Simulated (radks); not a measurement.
Values are calculated unless marked as measured or tabulated.
Question: Radial electron density D(r) = 4 pi r^2 rho(r) of an atom or ion with 46 electrons. Level of theory: Dirac Kohn-Sham, BP86, spin-unpolarised, spherical densities, point nucleus (a radial shooting solver on a logarithmic mesh with Libxc functionals).

```
   r/bohr * D(r) (the largest magnitude, 75.3, reaches the edge; | marks zero)
  0.00273 |    *
 0.003583 |       *
 0.004666 |           *
 0.006124 |                *
 0.007975 |                       *
  0.01047 |                              *
  0.01363 |                                     *
  0.01789 |                                          *
  0.02348 |                                           *
  0.03058 |                                         *
  0.04014 |                                     *
  0.05226 |                                       *
   0.0686 |                                               *
  0.08932 |                                                      *
   0.1172 |                                                   *
   0.1527 |                                        *
   0.2004 |                                     *
   0.2609 |                                           *
   0.3425 |                                        *
    0.446 |                        *
   0.5854 |            *
   0.7622 |            *
        1 |            *
    1.303 |       *
     1.71 |   *
    2.227 |*
    2.923 *
    3.806 *
    4.995 *
```

What is the nuclear charge?

Answer: Z = 47. The innermost maximum, from 1s, lies near gamma/Z bohr with gamma = sqrt(1 - (Z/c)^2) = 0.939, here 0.02 bohr (found: 0.0219), and its height grows with Z. The density is that of the silver ion Ag+ in [Kr] 4d10; the configuration itself is not fixed sharply by these data, and Z only to a few units. D(r) has 4 maxima, at r = 0.0219, 0.0968, 0.290, 0.873 bohr, and minima at 0.0435, 0.188, 0.644 bohr, inside which lie 2.04, 11.16, 28.98 electrons.
